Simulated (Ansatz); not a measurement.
Spectroscopic constants of PH+, multiplicity 4 (an upper state: multiplicity 2 came lower at CCSD(T)/def2-TZVPP on PBE0 minima).

Seven points along R, fitted to fifth degree in 1/R; most abundant isotopes. Runs in def2 and cc sets follow the lowest solution found near the PBE0 minimum.

Frozen-core correlation.

The values were computed with Ansatz (Gaussian basis) for Hartree–Fock, density functionals and correlated methods. 

```csv
level,r_e (Å),ω_e (cm⁻¹),ω_e x_e (cm⁻¹)
PBE/def2-TZVPP,1.510,1714,87
PBE0/def2-TZVPP,1.490,[?],85
wB97X-V/def2-TZVPP,1.493,1807,86
CCSD/def2-TZVPP,1.478,1893,72
CCSD(T)/def2-TZVPP,[?],[?],68
```

Q: Fill in the missing entries.

A: 
- CCSD(T)/def2-TZVPP, r_e (Å): 1.482
- CCSD(T)/def2-TZVPP, ω_e (cm⁻¹): 1885
- PBE0/def2-TZVPP, ω_e (cm⁻¹): 1816

Ansatz is a first-principles code.
